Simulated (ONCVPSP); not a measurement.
## Cutoff test, In (Z = 49), ONCV

In (Z = 49), optimised norm-conserving Vanderbilt (ONCV), made with ONCVPSP 4.0.1 (PBE, fully relativistic). Core [Kr] 4d10, reference 5s2 5p1. Waves: 5s: rc 2.30 bohr, ncon 5, nbas 9, qcut 1.3 1/bohr, 2 projectors, debl 1 Ha; 5p: rc 2.80 bohr, ncon 5, nbas 9, qcut 2.5 1/bohr, 2 projectors, debl 4 Ha. Local part: polynomial inside 2.25 bohr (lpopt 2, dvloc0 1 Ha). Core correction: none.

Open shells are filled in proportion to 2j + 1.

Question: For each optimised wave give the share of its norm inside rc, the residual kinetic energy above qcut (Ha) and the cutoffs (Ha) for errors of 10, 1, 0.1 and 0.01 mHa per electron.

Answer:

```
               wave  norm inside rc  residual KE  10 mHa  1 mHa  0.1 mHa  0.01 mHa
                 5s           0.425      4.8e-02     6.8   34.3     41.8      46.8
      s projector 2           0.230      2.2e-01     6.6   28.4     52.3      59.1
           5p j=3/2           0.299      1.2e-03     0.9    3.4     24.5      31.8
p projector 2 j=3/2           0.141      6.9e-01     8.0   28.2     38.8      43.0
           5p j=1/2           0.341      1.2e-03     1.0    3.5     25.4      32.3
p projector 2 j=1/2           0.143      7.3e-01     7.8   24.8     38.9      43.1
```

The occupied waves need 34 Ha and 42 Ha for 1 and 0.1 mHa. Note: no bound ghost flagged; GHOST(+) flagged for s at 56.9 eV, s at 319.9 eV.
